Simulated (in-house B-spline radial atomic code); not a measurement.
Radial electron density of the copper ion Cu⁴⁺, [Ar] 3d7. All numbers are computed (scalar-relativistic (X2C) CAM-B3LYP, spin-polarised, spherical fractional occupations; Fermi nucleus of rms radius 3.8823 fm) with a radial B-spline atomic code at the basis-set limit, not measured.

Caution: exact exchange at fractional occupations of open shells leaves self-interaction of up to several eV.

One-electron X2C: radii and densities carry no picture-change correction, so inner-shell <1/r> comes out high (for 1s by about 2 % at Z = 33, 5 % at 54, 10 % at 75, 30 % at 118) and <r> low.

Columns: r (bohr), 4πr²n(r) (electrons per bohr), bar.

```
   0.002    1.018 #
 0.00239    1.388 ##
 0.00285    1.877 ##
 0.00341    2.541 ###
 0.00407    3.407 ####
 0.00486    4.541 #####
  0.0058    5.997 #######
 0.00693    7.857 #########
 0.00827    10.16 ###########
 0.00988    12.96 ##############
  0.0118    16.26 ##################
  0.0141    19.99 ######################
  0.0168    23.92 ##########################
  0.0201    27.92 ###############################
   0.024    31.46 ##################################
  0.0286    34.05 #####################################
  0.0342    35.33 #######################################
  0.0408    34.96 ######################################
  0.0488    33.12 ####################################
  0.0582    30.56 #################################
  0.0696    28.44 ###############################
  0.0831    28.15 ###############################
  0.0992    30.38 #################################
   0.118    34.49 ######################################
   0.141    38.72 ##########################################
   0.169    40.24 ############################################
   0.202    37.18 #########################################
   0.241    30.32 #################################
   0.288    22.65 #########################
   0.343    18.02 ####################
    0.41    17.82 ###################
    0.49    20.37 ######################
   0.585    22.01 ########################
   0.698    20.37 ######################
   0.834    15.71 #################
   0.996    10.11 ###########
    1.19    5.454 ######
    1.42    2.496 ###
     1.7   0.9479 #
    2.03   0.3039 
    2.42  0.07916 
    2.89  0.01516
```

On this grid the curve has 3 maxima, near 0.0342, 0.169, 0.585 bohr.

The 3d down radial function P(r) = rR(r), positive near the nucleus:

```tsv
r (bohr)	P
0.0168	0.001199
0.024	0.003224
0.0342	0.008408
0.0488	0.02126
0.0696	0.05121
0.0992	0.1154
0.141	0.2377
0.202	0.4444
0.288	0.716
0.41	0.9723
0.585	1.083
0.834	0.963
1.19	0.6705
1.7	0.3448
2.42	0.1172
```
